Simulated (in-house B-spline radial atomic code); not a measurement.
S III (S2+) is squeezed into an impenetrable sphere of radius R (the orbitals vanish at R). No spin polarisation. Computed with an all-electron radial atomic-structure program (B-spline basis): non-relativistic LDA VWN5, spherical fractional occupations, point nucleus.

Energies in eV above the free ion in [Ne] 3s2 3p2:

```
R (bohr)  highest level (eV)  [Ne] 3s2 3p2  [Ne] 3s2 3p1 3d1  [He] 2s2 2p5 3s2 3p2 3d1  -dE/dV in [Ne] 3s2 3p2 (GPa)
    7.64               -28.1     0.0001801             15.02                     181.2                       0.00067
    6.52               -28.1      0.002956             15.07                     181.2                        0.0148
     4.7               -27.8        0.2352             15.83                     181.7                          2.13
    4.01                 -27         1.148             17.44                       183                          13.9
    3.57               -25.7         3.085             20.09                     185.3                          46.4
    3.08               -22.4         9.127             27.22                     192.1                           182
    2.69               -16.8         21.52             40.55                     205.9                           564
    2.16                1.17         70.12             89.15                     259.8                          2940
    1.81                29.6         158.6             173.7                     357.8                         10000
    1.42                 106         427.8             423.5                     654.5                         49600
```

Q: Does [Ne] 3s2 3p1 3d1 fall below [Ne] 3s2 3p2 under compression?

A: Yes, between R = 1.81 and 1.42 bohr the order changes (near 1.51 bohr by linear interpolation).

Q: Does [He] 2s2 2p5 3s2 3p2 3d1 fall below [Ne] 3s2 3p2 under compression?

A: No, it stays above over the whole range.

The highest level is first positive in the row R = 2.16 bohr, pushed up by confinement above the zero of the free ion's potential. Each configuration is held fixed and needn't be the lowest in the sphere.
